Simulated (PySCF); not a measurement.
BeH4SSi. Atoms are numbered in the order given.

```xyz
7

Be     0.0066     0.1049    -0.1358
S      0.4929     1.2421    -1.5795
H      1.7897     1.1675    -1.2225
Si    -0.5469    -1.2031     1.5161
H     -1.4131    -2.3322     1.0690
H     -1.2904    -0.4779     2.5864
H      0.6574    -1.8078     2.1574
```
Charge 0, spin multiplicity 1.

Geometry: PBE0-D3(BJ)/def2-TZVP. One conformer was computed; it need not be the lowest.

Level of theory: M06-2X/def2-TZVPD in PySCF.

Mulliken values depend strongly on the basis, most of all with diffuse functions as here. ESP charges are fitted to the potential on shells at 1.4 to 2.0 van der Waals radii. Atomic charges (e):

```json
[
 {"atom": "Be1", "ESP fit": "___", "Mulliken": "0.11"},
 {"atom": "S2", "ESP fit": "-0.34", "Mulliken": "-0.22"},
 {"atom": "H3", "ESP fit": "0.15", "Mulliken": "0.14"},
 {"atom": "Si4", "ESP fit": "___", "Mulliken": "0.16"},
 {"atom": "H5", "ESP fit": "___", "Mulliken": "-0.06"},
 {"atom": "H6", "ESP fit": "___", "Mulliken": "-0.06"},
 {"atom": "H7", "ESP fit": "___", "Mulliken": "-0.07"}
]
```

What belongs in the gaps? (An estimate is asked for; the answer gives what the named calculation found.)


- Be1, ESP fit: 0.37
- Si4, ESP fit: -0.09
- H5, ESP fit: -0.02
- H6, ESP fit: -0.02
- H7, ESP fit: -0.04
